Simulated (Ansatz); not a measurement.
Reaction (ligand exchange at a B–C bond): `CBC=O` + H₂Te → `O=CB[TeH]` + CH₄

Isolated molecules relaxed with PBE0-D4/def2-TZVP in Ansatz; ΔE leaves out vibrations. CCSD(T)/CBS adds triple-zeta CCSD(T) − MP2 to the extrapolated MP2 energy (def2 sets, frozen cores). This one scheme is used for every species. DFT in def2-TZVPP. def2 core potentials past Kr. For Te outer-core shells are correlated without core-valence functions, which leaves a few kJ/mol of doubt a bond. One conformer a species, not always the lowest.

`CBC=O`:

Z-matrix (Å, degrees):
```
C
B 1 1.550
H 1 1.103 2 105.1
H 1 1.091 2 114.7 3 117.0
H 1 1.092 2 113.6 3 -115.0
C 2 1.573 1 121.7 3 -98.2
H 2 1.199 1 121.5 3 82.8
O 6 1.214 2 116.5 1 -86.3
H 6 1.117 2 124.0 1 94.7
```

H₂Te:

```xyz
3

Te   -0.482   -0.411   -0.450
H     1.163   -0.253   -0.342
H    -0.680    0.665    0.793
```

`O=CB[TeH]`:

Z-matrix (Å, degrees):
```
C
B 1 1.574
O 1 1.209 2 123.5
H 1 1.119 2 117.2 3 179.3
Te 2 2.097 1 121.3 3 78.6
H 2 1.192 1 121.7 3 -103.4
H 5 1.660 2 95.3 1 -1.5
```

CH₄:

Z-matrix (Å, degrees):
```
C
H 1 1.090
H 1 1.090 2 109.5
H 1 1.090 2 109.5 3 -120.0
H 1 1.090 2 109.5 3 120.0
```

| level | ΔE (kcal/mol) | difference from CCSD(T)/CBS |
| --- | --- | --- |
| PBE-D4 | -19.7 | -0.2 |
| PBE0-D4 | -18.7 | 0.8 |
| ωB97M-V | -16.4 | 3.1 |
| B2PLYP | -18.3 | 1.2 |
| BLYP | -17.7 | 1.8 |
| RPA@PBE/def2-TZVPP | -19.1 | 0.4 |
| MP2/def2-SVP | -18.5 | 1.0 |
| CCSD/def2-SVP | -16.9 | 2.6 |
| CCSD/def2-TZVPP | -17.6 | 1.9 |
| MP2/def2-QZVPP | -20.9 | -1.4 |
| CCSD(T)/CBS | -19.5 | 0 |

Largest T1 diagnostic among the species: 0.017.

In def2-TZVPP, CCSD(T) changes the Hartree–Fock value by −5.1 kcal/mol (the triples alone add −1.4 kcal/mol) and MP2 by −6.7 kcal/mol. Leaving LDA and LC-ωPBE aside and taking each functional with its dispersion term where it has one, the values, not all of them listed here, spread over 3.6 kcal/mol, from revPBE-D4 to CAM-B3LYP-D4.
